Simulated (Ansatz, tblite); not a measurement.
Forces on the cluster Zr3O5 at its PBE0-D4/def2-SVP geometry. Total charge 0; singlet.

In the def2 sets Zr takes a core potential; there is no spin–orbit coupling. The xTB rows come from tblite. The restricted singlet is unstable towards broken spin symmetry in Hartree–Fock (as tested in another run); at PBE-D4/def2-TZVP this wasn't settled. Another isomer (singlet) lies 0.95 eV lower at PBE0-D4/def2-TZVP; other spin states weren't run for this one.

GFN1-xTB (tblite), largest force 2.50 eV/Å:

```xyz
8
positions Å, forces eV/Å
Zr   -1.115   -2.364   -0.884    0.709    1.971    0.668
Zr   -0.016    0.302   -0.116    0.496   -0.293   -0.687
Zr    1.271    2.980    0.655   -0.871   -1.731   -1.574
O     0.149   -1.579    0.429   -0.286    0.126   -0.559
O     1.415    1.477   -0.644   -0.335    0.867    0.599
O     2.118    2.459    2.079    0.759    0.233    1.219
O    -2.592   -2.831   -0.078   -0.781   -0.722    0.123
O    -1.230   -0.445   -1.441    0.309   -0.451    0.213
```

GFN2-xTB (tblite), largest force 2.10 eV/Å:

```
Zr 0.546 0.081 -0.270
Zr 1.170 1.745 0.120
Zr -0.885 -0.542 -0.406
O 0.069 -0.457 0.162
O -0.445 -0.812 -0.581
O 0.616 0.273 1.100
O -0.656 -0.226 0.310
O -0.416 -0.062 -0.437
```

PBE-D4/def2-TZVP (Ansatz), largest force 1.10 eV/Å:

```
Zr 0.801 -0.193 -0.730
Zr -0.259 -0.135 0.187
Zr -0.411 0.627 -0.594
O 0.241 -0.142 0.420
O 0.356 0.102 -0.219
O 0.431 -0.335 0.711
O -0.864 -0.187 0.528
O -0.295 0.263 -0.302
```
